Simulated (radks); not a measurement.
Results of a calculation; reference values are marked as such.
Question: La L, 8 electrons, occupied as 1s1 2s2 2p5 (not the ground configuration). Level of theory: scalar-relativistic Kohn-Sham, RPBE, spin-polarised, spherical densities, finite nucleus; open shells are filled with parallel spins first (spin-orbit coupling, left out, can overturn this in heavy ions); Fermi nuclear charge, rms radius 4.855 fm (a radial shooting solver on a logarithmic mesh with Libxc functionals). Some entries of the table are withheld. Estimate them.

orbital,occ.,eigenvalue (hartree),<r^2> (bohr^2)
1s up,1,(1),0.0008382
1s down,0,(2),0.0008444
2s up,1,(3),(4)
2s down,1,(5),(6)
2p up,3,-342.2682,0.009751
2p down,2,-340.9125,0.009814

Answer: 
(1) 1s up eigenvalue (hartree): -1596.110
(2) 1s down eigenvalue (hartree): -1585.107
(3) 2s up eigenvalue (hartree): -362.4672
(4) 2s up <r^2> (bohr^2): 0.01254
(5) 2s down eigenvalue (hartree): -361.0458
(6) 2s down <r^2> (bohr^2): 0.01261
